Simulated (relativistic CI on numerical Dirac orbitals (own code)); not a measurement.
# Ligand-field terms of d7

Computed with a parametric ligand-field model of a d^n configuration (Racah B and C, spin-orbit zeta, crystal field), exact diagonalisation.

Field parameters in Wybourne normalisation: Oh B⁴₀ = 21Dq, B⁴₄ = √(5/14) B⁴₀. The field is a parameter set, without covalency.

B = 810 cm⁻¹, C = 3190 cm⁻¹ (C/B = 3.94), Oh, no spin-orbit coupling. Tanabe-Sugano data, E/B above the lowest term (Δ = |10Dq|; b, c mark the second and third term of a kind):

```csv
Δ/B,4T1,4T2,4A2,4T1(b),2E,2T1,2T2,2T1(b)
1.0,0.00,0.81,1.81,15.62,16.12,16.40,16.20,21.02
5.0,0.00,4.22,9.22,18.44,13.67,17.15,17.13,21.74
9.0,0.00,7.82,16.82,21.63,9.96,17.12,17.43,22.25
13.0,0.00,11.53,24.53,25.06,6.09,16.99,17.50,22.60
17.0,0.00,15.32,32.32,28.64,2.17,16.86,17.49,22.84
21.0,1.77,20.93,41.93,34.08,0.00,18.53,19.24,24.79
25.0,5.73,28.76,53.76,41.78,0.00,22.39,23.16,28.87
29.0,9.69,36.61,65.61,49.54,0.00,26.27,27.09,32.92
33.0,13.66,44.50,77.50,57.34,0.00,30.18,31.03,36.97
37.0,17.63,52.40,89.40,65.17,0.00,34.09,34.98,41.00
41.0,21.61,60.32,101.32,73.03,0.00,38.02,38.93,45.02
45.0,25.59,68.24,113.24,80.90,0.00,41.96,42.89,49.04
```

The ground term changes from 4T1 to 2E between Δ/B = 17.0 and 21.0.
